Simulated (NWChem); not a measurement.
C$_{2}$H$_{2}$F$_{3}$ cation

```xyz
7

F      0.1583    -1.8132     0.0000
C     -0.7034    -0.8071     0.0000
C     -0.0022     0.4889     0.0000
F      1.2313     0.5722     0.0000
F     -0.6281     1.5620     0.0000
H     -1.3772    -0.8043    -0.8889
H     -1.3772    -0.8043     0.8889
```
Atoms are numbered in this order, from 1.

Results from NWChem. STO-3G and 3-21G are far too small for this property and stand as cheap habits. Structure relaxed at the PBE0/def2-SVP level. GIAO values for the isolated, static molecule; σ is the absolute isotropic shielding, δ = σ(reference) − σ with the isolated reference molecule computed at the same levels (13C: tetramethylsilane, 19F: trichlorofluoromethane, 1H: tetramethylsilane).

**Question.** Predict the results for Hartree-Fock/STO-3G. Quantities: δ F1 (ppm); δ C2 (ppm); δ C3 (ppm); δ F4 (ppm); δ F5 (ppm); δ H6 (ppm).

**Answer.** The δ F1 (ppm) comes out as -90.6 and the δ C2 (ppm) comes out as 62.3. The δ C3 (ppm) is 186.6 and the δ F4 (ppm) is 216.4. The δ F5 (ppm) is 204.4 and the δ H6 (ppm) is 5.34.
